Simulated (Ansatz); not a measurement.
Spectroscopic constants of Br2, closed-shell singlet (the spin of the measured ground state). No spin–orbit coupling. Br is treated without relativity.

```
level                                bond energy D_e (kcal/mol)  minus CCSD(T)/CBS(def2-TZVPP, def2-QZVPP)
-----------------------------------  --------------------------  -----------------------------------------
SVWN5/def2-TZVPP                                          72.79                                      19.86
PBE/def2-TZVPP                                            57.31                                       4.37
r2SCAN/def2-TZVPP                                         52.99                                       0.05
B97M-V/def2-TZVPP                                         50.47                                      -2.47
B3LYP/def2-TZVPP                                          48.63                                      -4.31
PBE0/def2-TZVPP                                           52.04                                      -0.90
BHLYP/def2-TZVPP                                          41.82                                     -11.11
CAM-B3LYP/def2-TZVPP                                      46.75                                      -6.19
wB97X-V/def2-TZVPP                                        50.08                                      -2.86
wB97M-V/def2-TZVPP                                        49.19                                      -3.75
B2PLYP/def2-TZVPP                                         48.51                                      -4.43
CCSD/def2-TZVPP                                           43.72                                      -9.21
CCSD/def2-QZVPP                                           46.44                                      -6.49
CCSD(T)/def2-TZVPP                                        47.37                                      -5.57
CCSD(T)/def2-QZVPP                                        50.86                                      -2.08
CCSD(T)/CBS(def2-TZVPP, def2-QZVPP)                       52.93                                       0.00
```

 The comparison column counts from a level with limits of its own.

The rows run from 41.82 (BHLYP/def2-TZVPP) to 72.79 kcal/mol (SVWN5/def2-TZVPP). From def2-TZVPP to def2-QZVPP CCSD(T) changes by 3.49. The 11 functionals in def2-TZVPP without D3 or D4 span 30.96, from BHLYP to SVWN5.

D_e counts from the fitted minimum to each atom's lowest state at the same level, without counterpoise. The singlet is restricted.

Correlated levels freeze the inner cores; with def2 sets outer-core shells near the valence are correlated too. CBS(a, b) extrapolates the correlation energy as X⁻³ and adds the Hartree–Fock energy of set b.

Run with Ansatz (a first-principles code) with Gaussian orbitals. Each number belongs to the level named beside it.
